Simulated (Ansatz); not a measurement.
Molecule: sum formula TiOF2, net charge 1, doublet state. The spin state was set by rule; other spins were not relaxed. 
Coordinates optimised at B3LYP-D3(BJ)/def2-TZVP (Ansatz, a first-principles code):
```xyz
4

Ti    -0.1126    -0.2028    -0.0868
O      1.6360    -0.4309    -0.3188
F     -0.4944    -0.1817     1.5754
F     -0.6847     1.0604    -1.0799
```
Charge +1, spin multiplicity 2.

Basis-set convergence of Hartree-Fock and CCSD correlation energies (hartree) with Ansatz. Valence correlation only, unless marked. Open shells are spin-unrestricted. Spin-orbit coupling is left out. Frozen are the shells of the preceding noble gas and the d and f shells that filled before the atom's block. No relativistic terms. The program attaches cautions to a run behind CCSD/def2-SVP: large difference.

```json
[
 {"basis": "def2-SVP", "functions": "73", "E(HF)": "-1121.57658", "E(corr, CCSD)": "-0.64917"},
 {"basis": "def2-TZVPP", "functions": "157", "E(HF)": "___", "E(corr, CCSD)": "___"}
]
```

Question: Some entries are withheld; supply them.

Answer: 
- def2-TZVPP, E(HF): -1122.05723
- def2-TZVPP, E(corr, CCSD): -0.82529
